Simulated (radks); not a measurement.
Values are calculated unless marked as measured or tabulated.
Task: These are the eigenvalues of the occupied orbitals of an atom or ion with whole-number occupations (Ry). Level of theory: scalar-relativistic Kohn-Sham, BP86, spin-polarised, spherical densities, finite nucleus; Fermi nuclear charge, rms radius of each element as measured or else 0.836 A^(1/3) + 0.57 fm (a radial shooting solver on a logarithmic mesh with Libxc functionals).

orbital  eigenvalue
1s up     -4358.324
1s down   -4358.324
2s up     -736.2193
2s down   -736.2185
2p up     -650.2673
2p down   -650.2667
3s up     -166.3011
3s down   -166.2694
3p up     -140.2628
3p down   -140.2312
3d up     -108.0779
3d down   -108.0537
4s up     -33.63651
4s down   -33.57094
4p up     -25.07928
4p down   -25.01487
4d up     -13.70835
4d down   -13.64525
5s up      -5.01954
5s down    -4.98955
5p up      -3.06533
5p down    -3.04413
4f up      -1.32258
4f down    -1.26770

Which element is it, and in what charge state? The configuration may be excited. Open shells, if any, are filled with parallel spins first.

Result: Z = 69, thulium, charge +2: Tm2+ in [Xe] 4f13. The list shows which subshells hold electrons but not how many an open one holds; the 1s level, -2179.2 hartree, gives Z - s = 66.0 by -(Z - s)^2/2, which with screening and relativity narrows Z to a few neighbours, and the depths of the outer levels then fix element, charge and occupations together.
